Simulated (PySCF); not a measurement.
Isomers of C8H9FO.

All values: CAM-B3LYP/def2-SVPD (PySCF) at PBE0-D3(BJ)/def2-SVP geometries, gas phase, one conformer each. Core orbitals are frozen in the response; Δα² is half the sum of the squared differences of the principal polarisabilities.

(1) Rank by polarisability anisotropy Δα, lowest first.
A. `[CH3:1][CH2:2][O:3][c:4]1[cH:5][cH:6][cH:7][cH:8][c:9]1[F:10]` with C1–C2–O3–C4 -79°, C2–O3–C4–C5 -5°
B. `[OH:1][CH2:2][C@H:3]([F:4])[c:5]1[cH:6][cH:7][cH:8][cH:9][cH:10]1` with H–O1–C2–C3 54°, O1–C2–C3–F4 -57°, C2–C3–C5–C6 95°
C. `[CH:1]#[C:2][C@@H:3]1[CH2:4][C@@H:5]([F:6])/[C:7]1=[CH:8]\[O:9][CH3:10]` with C7–C8–O9–C10 -6°
D. `[CH3:1][O:2][CH2:3][c:4]1[cH:5][cH:6][c:7]([F:8])[cH:9][cH:10]1` with C1–O2–C3–C4 -70°, O2–C3–C4–C5 141°

(2) Rank by HOMO energy, lowest first.
A. `[CH:1]#[C:2][C@@H:3]1[CH2:4][C@@H:5]([F:6])/[C:7]1=[CH:8]\[O:9][CH3:10]` with C7–C8–O9–C10 -6°
B. `[CH3:1][CH2:2][c:3]1[cH:4][cH:5][cH:6][c:7]([OH:8])[c:9]1[F:10]` with C1–C2–C3–C4 -99°, C6–C7–O8–H 180°
C. `[CH3:1][CH2:2][O:3][c:4]1[cH:5][cH:6][cH:7][cH:8][c:9]1[F:10]` with C1–C2–O3–C4 -79°, C2–O3–C4–C5 -5°
D. `[CH3:1][O:2][CH2:3][c:4]1[cH:5][cH:6][c:7]([F:8])[cH:9][cH:10]1` with C1–O2–C3–C4 -70°, O2–C3–C4–C5 141°
E. `[OH:1][CH2:2][C@H:3]([F:4])[c:5]1[cH:6][cH:7][cH:8][cH:9][cH:10]1` with H–O1–C2–C3 54°, O1–C2–C3–F4 -57°, C2–C3–C5–C6 95° (PhCHFCH2OH)

## Answers

(1) C (5.38 Å³), D (6.43 Å³), B (7.33 Å³), A (7.81 Å³).

(2) E (-8.60 eV), D (-8.33 eV), A (-8.04 eV), B (-7.88 eV), C (-7.71 eV).

All values together:

```tsv
SMILES	μ (D)	HOMO (eV)	LUMO (eV)	α (Å³)	Δα (Å³)	ΔSCF removal energy (eV)
CCc1cccc(O)c1F	1.25	-7.88	0.72	14.48	7.30	8.57
COCc1ccc(F)cc1	1.44	-8.33	0.40	14.32	6.43	9.02
CCOc1ccccc1F	2.61	-7.71	0.74	14.55	7.81	8.36
OC[C@H](F)c1ccccc1	1.98	-8.60	0.46	14.36	7.33	9.25
C#C[C@@H]1C[C@@H](F)/C1=C\OC	0.90	-8.04	0.78	14.36	5.38	8.68
```

Conformers: `[CH3:1][CH2:2][c:3]1[cH:4][cH:5][cH:6][c:7]([OH:8])[c:9]1[F:10]` with C1–C2–C3–C4 -99°, C6–C7–O8–H 180°; `[CH3:1][O:2][CH2:3][c:4]1[cH:5][cH:6][c:7]([F:8])[cH:9][cH:10]1` with C1–O2–C3–C4 -70°, O2–C3–C4–C5 141°; `[CH3:1][CH2:2][O:3][c:4]1[cH:5][cH:6][cH:7][cH:8][c:9]1[F:10]` with C1–C2–O3–C4 -79°, C2–O3–C4–C5 -5°; `[OH:1][CH2:2][C@H:3]([F:4])[c:5]1[cH:6][cH:7][cH:8][cH:9][cH:10]1` with H–O1–C2–C3 54°, O1–C2–C3–F4 -57°, C2–C3–C5–C6 95°; `[CH:1]#[C:2][C@@H:3]1[CH2:4][C@@H:5]([F:6])/[C:7]1=[CH:8]\[O:9][CH3:10]` with C7–C8–O9–C10 -6°.

Question: By how much does the ΔSCF value exceed −ε(HOMO) over the species that have both?

Answer: By 0.64 to 0.69 eV, 0.67 eV on average, over 5 species.
